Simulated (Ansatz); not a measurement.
The cluster Zn2Br3. The state is a doublet with charge 0. Geometry PBE-D4/def2-SVP, basis def2-TZVP, Ansatz.

```csv
atom,x (Å),y (Å),z (Å)
Zn1,0.400,0.751,-2.309
Zn2,-0.128,-0.253,0.771
Br3,-1.627,0.915,-0.757
Br4,1.879,-0.449,-0.591
Br5,-0.525,-0.964,2.885
```

```
run  HOMO (eV)  LUMO (eV)
  A      -5.82      -4.13
  B      -5.45      -4.51
  C      -6.35      -3.57
  D      -5.61      -4.88
```

The structure comes from a short search, and lower isomers may exist.

HOMO and LUMO are taken over both spins.

Q: The runs used LDA (SPW92), PBE, PBE0, r2SCAN. Estimate which is which.

A: A r2SCAN (0 % exact exchange); B PBE (0 % exact exchange); C PBE0 (25 % exact exchange); D LDA (SPW92) (0 % exact exchange). Exact exchange lowers occupied and raises empty levels; among semilocal functionals meta-GGAs tend to open the gap a little, and such runs are hard to tell apart. The gap grows from 0.73 eV (LDA (SPW92)) to 2.78 eV (PBE0).
